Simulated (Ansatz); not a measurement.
Job for Ansatz (a quantum-chemistry and plane-wave program): R-B3LYP/def2-TZVPP on C3H6O (SMILES C=COC), a point of a torsion scan.

Ansatz 0.2 input:
```yaml
crystal:
  periodic: [false, false, false]
  atoms:
    - {symbol: C, position_ang: [1.74176089, 0.12025543, 0.05156946]}
    - {symbol: C, position_ang: [0.62253939, -0.58124828, 0.01587562]}
    - {symbol: O, position_ang: [-0.54306985, -0.08586901, -0.48610903]}
    - {symbol: C, position_ang: [-1.30000350, -1.00100448, -1.24107596]}
    - {symbol: H, position_ang: [1.77615273, 1.12910877, -0.31815163]}
    - {symbol: H, position_ang: [2.62876093, -0.27692147, 0.50768376]}
    - {symbol: H, position_ang: [0.57442521, -1.60993272, 0.36933119]}
    - {symbol: H, position_ang: [-2.25275133, -0.51844464, -1.45150822]}
    - {symbol: H, position_ang: [-1.47606117, -1.92939644, -0.68419316]}
    - {symbol: H, position_ang: [-0.79870532, -1.24402056, -2.18429808]}
basis:
  gaussian:
    orbitals: def2-TZVPP
hamiltonian:
  xc: {name: B3LYP}
scf: {lower_state_search: off}
```

It printed:

```
WARN ansatz: RAYON_NUM_THREADS=2 ignored (pool sized by the plan → 2); use --threads N
Functional definition: B3LYP
these checks for a lower state are left out or cut short: stability, starts, cluster_reference, orbital_swaps, neighbouring_geometries, increment
integrals: 0.09 GiB planned
1045 factors; their error is unknown
mean field: 0.96 GiB planned
mean field evaluation 1: about -5249.0381 eV, gradient 6.0e1 eV
mean field evaluation 2: about -5246.2147 eV, gradient 6.8e1 eV
mean field evaluation 4: about -5257.1119 eV, gradient 5.0e0 eV
mean field evaluation 8: about -5257.1499 eV, gradient 5.4e-1 eV
mean field evaluation 16: about -5257.1503 eV, gradient 5.0e-6 eV
mean field -5257.15025689 eV, -193.1967085163 hartree, gradient 1.1e-6 eV, S^2 0.000000; 0 other end points of the search recorded, 0 dependent functions left out
reference -5257.15052039 eV, -193.1967181998 hartree; 16, 16 occupied and 192, 192 virtual orbitals, 1045 factors
Total energy: -5257.15052039 eV, -193.1967181998 hartree
Checks for a lower state left out: stability, starts, cluster_reference, orbital_swaps, neighbouring_geometries, increment
```

Self-consistency was reached.

Cost: roughly 2.7 core-seconds.
